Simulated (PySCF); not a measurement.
PBE on Se (selenium, neutral), [Ar] 3d10 4s1 4p4 4d1, one real determinant (an excited configuration). Calculation: PySCF 2.14, in aug-cc-pVQZ-DK (8s7p5d3f2g, 93 functions); scalar relativity by spin-free X2C-1e.

```
cycle= 1 E= -2428.7991292349  delta_E= -0.0125  |g|= 0.151  |ddm|= 1.47
cycle= 2 E= -2428.79976235536  delta_E= -0.000633  |g|= 0.128  |ddm|= 0.73
cycle= 3 E= -2428.8016469477  delta_E= -0.00188  |g|= 0.00636  |ddm|= 0.417
cycle= 4 E= -2428.80166542559  delta_E= -1.85e-05  |g|= 0.000517  |ddm|= 0.0396
cycle= 5 E= -2428.80166561379  delta_E= -1.88e-07  |g|= 2.62e-05  |ddm|= 0.00457
cycle= 6 E= -2428.80166561416  delta_E= -3.74e-10  |g|= 2.54e-06  |ddm|= 8.06e-05
converged SCF energy = -2428.80166561416  <S^2> = 6.0037098  2S+1 = 5.0014837
```

Highest occupied orbital energy: 0.033 eV; ⟨L²⟩ = 8.02; populations by l: s 7.00, p 16.00, d 11.00, f 0.00.

(1) Can this result be used?

Results:

(1) Not for this state. Self-consistency was reached. ⟨L²⟩ = 8.02 against 12 for a pure F term, so this real determinant mixes terms. The outer electron is Rydberg-like, and this basis confines it to a smaller radius and binds it less than a complete one would. At PBE the highest occupied level has a positive energy, so only the finite basis holds that electron; for this excited configuration the basis is too tight for the outer shell.
